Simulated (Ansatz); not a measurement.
Born–Oppenheimer molecular dynamics of BFH3NO (7 atoms, charge 0, multiplicity 1). It starts from a relaxed structure.

Method: RKS PBE0/def2-SVP in Ansatz.

| Quantity | Value |
| --- | --- |
| ensemble | NVE (velocity Verlet) |
| time step | 0.5 fs |
| steps asked | 250 |
| starting velocities drawn for | 300 K |
| seed | 922029 |

First frame:

```xyz
7
Properties=species:S:1:pos:R:3
B -0.043 -0.189 0.063
F -0.199 -0.278 1.388
O 1.238 -0.231 -0.397
H 1.311 -0.167 -1.351
N -1.196 -0.062 -0.738
H -2.116 -0.039 -0.322
H -1.198 0.014 -1.744
```

Task: How far do the bonds stretch over the last three quarters of this one trajectory? (Pairs bonded in most of those frames.)

Result: 
```csv
bond,mean (Å),spread (Å),shortest,longest
B1–F2,1.339,0.019,1.31,1.37
B1–O3,1.361,0.011,1.34,1.38
B1–N5,1.410,0.016,1.38,1.44
O3–H4,0.963,0.026,0.92,1.00
N5–H6,1.012,0.021,0.98,1.04
N5–H7,1.010,0.019,0.98,1.04
```

Mean temperature of the second half: 147 K. The conserved energy stayed within 0.35 meV per atom of its start (net change 0.25 meV per atom), so the integration is sound. Over the second half the temperature averaged 0.49 of the 300 K drawn at the start: a run that starts near a minimum puts about half its kinetic energy into the potential. A run of 0.12 ps of so small a system gives no equilibrium averages.

Run time: 6.6 min on 1 thread of Arm Neoverse V2 (shared host), peak memory 0.12 GiB.
